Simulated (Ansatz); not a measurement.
Species: C$_{3}$H$_{6}$S, SMILES `C(S)(C)=C` (C–C–S–H torsion 0°) (charge 0, multiplicity 1), formula C$_{3}$H$_{6}$S.

How many basis functions does frozen-core CCSD(T)/cc-pVTZ // PBE0-D3(BJ)/def2-TZVP in Ansatz (an electronic-structure program) use, how many core orbitals are frozen, and how many electrons are correlated?

208 basis functions and 8 frozen orbitals, which leaves 24 correlated electrons. Core time is of the order of minutes.
